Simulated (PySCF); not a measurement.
hexafluorocyclobutene (C4F6), SMILES C1(=C(F)C(F)(C1(F)F)F)F. Atoms are numbered in the order given.

```xyz
10

F     -1.5903     0.0000     1.8857
C     -0.6709     0.0000     0.9655
C      0.6709     0.0000     0.9655
F      1.5903     0.0000     1.8857
C      0.7810     0.0000    -0.5309
F      1.3344     1.0827    -1.0877
F      1.3344    -1.0827    -1.0877
C     -0.7810     0.0000    -0.5309
F     -1.3344    -1.0827    -1.0877
F     -1.3344     1.0827    -1.0877
```

The structure is a stationary point at PBE0-D3(BJ)/def2-SVP.

Computed with KT2/pcSseg-1 (PySCF).

GIAO shieldings, no solvent; atoms alike by connectivity are averaged. δ = σ(ref) − σ: ¹⁹F against CFCl3 (σ = 127.1 ppm); ¹³C against TMS (σ = 185.1 ppm), references at their B3LYP-D3(BJ)/def2-TZVP geometries, non-relativistic.

Question: Estimate the chemical shifts. (Estimate from the structure and the level; the computed values follow.)

Answer: 
| nucleus | atoms | count | δ (ppm) |
|---|---|---|---|
| ¹⁹F | F1, F4 | 2 | -166.3 |
| ¹⁹F | F6, F7, F9, F10 | 4 | -169.3 |
| ¹³C | C2, C3 | 2 | 140.4 |
| ¹³C | C5, C8 | 2 | 121.1 |
